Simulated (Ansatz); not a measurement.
Computed with Ansatz on PBE0-D4/def2-TZVP structures; ΔE is electronic, products minus reactants. CCSD(T)/CBS is the MP2 limit (def2-TZVPP, def2-QZVPP) plus CCSD(T) − MP2 in def2-TZVPP, frozen cores. This one scheme is used for every species. Functionals use def2-TZVPP. For Ga outer-core shells are correlated without core-valence functions, which leaves a few kJ/mol of doubt a bond. Scalar relativity is left out up to krypton. Each species was taken in one conformer, which may not be the lowest.

Consider the ligand exchange at a Ga–O bond: `[OH][GaH][OH]` + HCl → `[OH][GaH][Cl]` + H₂O.

`[OH][GaH][OH]`:

Z-matrix (Å, degrees):
```
Ga
O 1 1.777
O 1 1.786 2 112.5
H 1 1.547 2 121.7 3 180.0
H 2 0.960 1 112.6 3 0.0
H 3 0.959 1 114.9 2 -180.0
```

HCl:

```xyz
2

Cl   -0.058   -0.347   -0.534
H     0.058    0.347    0.534
```

`[OH][GaH][Cl]`:

Z-matrix (Å, degrees):
```
Ga
O 1 1.772
Cl 1 2.145 2 115.0
H 1 1.541 2 122.5 3 180.0
H 2 0.960 1 113.5 3 0.0
```

H₂O:

```xyz
3

O    -0.162   -0.353   -0.018
H     0.077    0.139    0.770
H     0.084    0.215   -0.751
```

| species | r2SCAN0-D4 energy (Eh) |
| --- | --- |
| `[OH][GaH][OH]` | -2077.09947 |
| HCl | -460.78281 |
| `[OH][GaH][Cl]` | -2461.49628 |
| H₂O | -76.41199 |

**Question.** Work out ΔE.

**Answer.** ΔE = (-2461.49628) + (-76.41199) − (-2077.09947) − (-460.78281) = -0.02599 Eh = -68.2 kJ/mol. CCSD(T)/CBS gives -63.1 kJ/mol.

Largest T1 diagnostic among the species: 0.015.

From BLYP to BHLYP (50 % exact exchange), in def2-TZVPP and without D4, ΔE moves by −9.2 kJ/mol. In def2-TZVPP, CCSD(T) changes the Hartree–Fock value by +13.4 kJ/mol (the triples alone add +1.0 kJ/mol) and MP2 by +12.3 kJ/mol. Leaving LDA and LC-ωPBE aside and taking each functional with its dispersion term where it has one, the values, not all of them listed here, spread over 10.2 kJ/mol, from HSE06-D4 to BLYP-D4. LDA lies +3.7 kJ/mol from PBE without D4.
